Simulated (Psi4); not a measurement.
Pair of molecules, SMILES C#C with SMILES [H][H] (the first has 4 atoms); geometry from B3LYP-D3(BJ)/def2-TZVP, rigid monomers moved along the line of their centres of mass till C2···H5 is 3.61 Å.
(charge 0, multiplicity 1):
```xyz
6

C     -0.9017    -0.1364     0.2343
C      0.2333     0.0209    -0.1113
H     -1.9094    -0.2760     0.5417
H      1.2415     0.1606    -0.4169
H      0.6959     0.1187     3.4716
H      0.9134     0.1559     4.1829
```

Computed with SAPT0/jun-cc-pV(D+d)Z run with Psi4 1.11.

Question: Which attractive term is largest, and how does the interaction split up?

Answer: electrostatics -0.8, exchange 0.8, induction -0.1, dispersion -0.6, total -0.8 kJ/mol; the largest attraction is electrostatics.
